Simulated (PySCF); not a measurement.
Bromine oxoborane, BBrO.
Numbering: `[O:1]=[B:2][Br:3]`

Geometry (PBE0-D3(BJ)/def2-SVP, Å), atoms numbered from 1 in this order:
```xyz
3
BBrO angstrom
O     -1.4133    0.0586   -0.0011
B     -0.2087    0.0681   -0.0130
Br     1.6286    0.0814   -0.0309
```

Level of theory: core-valence-separated Tamm–Dancoff BHandHLYP/aug-pcX-1 (def2-SVPD on Br) in PySCF, non-relativistic, gas phase, PBE0-D3(BJ)/def2-SVP geometry.

Computed boron K-edge spectrum, Gaussian lines of 0.3 eV full width, highest printed point 100; it ends one width below the last computed root. No shift to experiment was applied.

photon energy (eV), absorption and a bar:
```
    189.3          1 
    189.4          8 ##
    189.5         34 ##########
    189.6         80 ########################
    189.7        100 ##############################
    189.8         68 ####################
    189.9         25 #######
    190.0          5 #
    190.1          1 
    190.2          0 
    190.3          2 #
    190.4          6 ##
    190.5         10 ###
    190.6          8 ##
    190.7          4 #
    190.8          1 
    190.9          0 
    191.0          0 
    191.1          0 
    191.2          0 
    191.3          0 
    191.4          0 
    191.5          0 
    191.6          0 
    191.7          0 
    191.8          0 
    191.9          0 
    192.0          0 
    192.1          0 
    192.2          0 
    192.3          0 
    192.4          0 
    192.5          0 
    192.6          0 
    192.7          0 
    192.8          0 
    192.9          0 
    193.0          2 #
    193.1          5 #
    193.2          7 ##
    193.3          6 ##
    193.4          2 #
    193.5          1 
    193.6          0 
    193.7          0 
    193.8          0 
    193.9          0 
    194.0          1 
    194.1          3 #
    194.2          6 ##
    194.3          5 ##
    194.4          3 #
    194.5          1 
    194.6          0 
    194.7          0 
    194.8          0 
    194.9          0 
    195.0          0 
    195.1          0
```

Question: Assign the maxima to core holes.

Answer: 4 maxima:
- 189.7 eV: B2 (boron bonded to Br and O), 189.69 eV, f = 0.160, sum of 2, 100 % of the height at the exact maximum
- 190.5 eV: B2 (boron bonded to Br and O), 190.52 eV, f = 0.015, 100 % of the height at the exact maximum
- 193.2 eV: B2 (boron bonded to Br and O), 193.21 eV, f = 0.011, 100 % of the height at the exact maximum
- 194.2 eV: B2 (boron bonded to Br and O), 194.24 eV, f = 0.009, sum of 2, 96 % of the height at the exact maximum

Roots within 0.03 eV on the same or equivalent atoms count as one line; shares under 12 % aren't listed.

Vibrational structure and lifetime widths aren't in the curve. The ionisation threshold wasn't computed; near and above it a finite basis only mimics Rydberg series and continuum. The BHandHLYP/aug-pcX-1 (def2-SVPD on Br) calculation is non-relativistic and has no spin–orbit coupling, an omission that weighs most on bromine.
